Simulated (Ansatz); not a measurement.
Two isomers of C2H5ClOSSi: A = `C[SiH](Cl)OC=S`, B = `CS[C@H]1O[Si@@H]1Cl`.

Gas-phase electronic energies from Ansatz, PBE0-D4/def2-TZVP geometries. CCSD(T)/CBS is the MP2 limit (def2-TZVPP, def2-QZVPP) plus CCSD(T) − MP2 in def2-TZVPP, frozen cores. Functionals use def2-TZVPP. B3LYP here is the variant with VWN-RPA as its local correlation; programs differ in this. Each species was taken in one conformer, which may not be the lowest.

A:

```xyz
11

C     1.3784   -1.2105   -0.5158
Si    0.5462    0.1706    0.3683
Cl    0.0851   -0.3475    2.2987
O    -0.8685    0.4827   -0.4570
C    -1.9644    1.1145   -0.0455
S    -3.1830    1.5231   -1.0096
H     2.3283   -1.4532   -0.0347
H     1.5744   -0.9256   -1.5524
H     0.7477   -2.1016   -0.5127
H     1.3330    1.4203    0.4337
H    -1.9774    1.3273    1.0271
```

B:

```xyz
11

C     0.021    1.214    1.815
S     1.137    0.306    0.729
C    -0.017   -0.627   -0.204
O    -0.805    0.123   -1.249
Si    0.205   -0.952   -1.963
Cl   -0.616   -2.573   -2.862
H     0.641    1.841    2.456
H    -0.556    0.528    2.438
H    -0.647    1.846    1.231
H    -0.687   -1.248    0.388
H     1.324   -0.458   -2.777
```

Problem. Which isomer does CCSD(T)/CBS put lower? Give the gap. (An estimate is asked.)

Solution. The calculation gave: A, by 33.6 kcal/mol.

Problem. Give E(B) − E(A) in kcal/mol with r2SCAN-D4, PBE-D4, CCSD/def2-TZVPP, B2PLYP, PBE0-D4, B3LYP-D4, ωB97M-V. (Estimate.)

Solution. Ansatz gave: r2SCAN-D4 33.2, PBE-D4 30.8, CCSD/def2-TZVPP 35.1, B2PLYP 35.7, PBE0-D4 31.6, B3LYP-D4 36.0, ωB97M-V 33.5. None reverses the order clearly.

Largest T1 diagnostic: 0.014.

From PBE to PBE0 (25 % exact exchange), in def2-TZVPP and without D4, E(B) − E(A) moves by +0.8 kcal/mol. In def2-TZVPP, CCSD(T) changes the Hartree–Fock value by −6.4 kcal/mol (the triples alone add −0.3 kcal/mol) and MP2 by −7.6 kcal/mol.
